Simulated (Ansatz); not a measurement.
`ClC1=C(Cl)[SiH2]1`, relaxed with RKS PBE-D4/def2-SVP in the Gaussian-basis code of Ansatz from a rough embedded geometry. The force threshold is 0.03 eV/Å; the program also tests the step.

The species carries charge 0 and has multiplicity 1.

Start:

```xyz
7

Cl   -1.371    2.103    0.048
C    -0.202    0.901    0.003
C     0.067   -0.060    0.863
Cl   -0.555   -0.433    2.352
Si    0.498   -0.528   -0.762
H    -0.412   -1.506   -1.413
H     1.975   -0.477   -1.090
```

| step | energy (eV) | largest force (eV/Å) | largest move (Å) |
| --- | --- | --- | --- |
| 1 | -34998.2080 | 3.304 | 0.000 |
| 2 | -34998.5909 | 1.794 | 0.138 |
| 3 | -34998.7354 | 0.434 | 0.164 |
| 4 | -34998.7567 | 0.505 | 0.095 |
| 5 | -34998.7682 | 0.056 | 0.017 |
| 6 | -34998.7684 | 0.023 | 0.007 |

End:

```xyz
7

Cl   -1.239    2.339   -0.005
C    -0.439    0.825    0.014
C    -0.146   -0.134    0.914
Cl   -0.392   -0.411    2.585
Si    0.485   -0.573   -0.766
H    -0.208   -1.594   -1.622
H     1.940   -0.453   -1.119
```

Run time 12 s (2 threads of an Arm Neoverse V1 on a shared host); peak host memory 0.13 GiB.
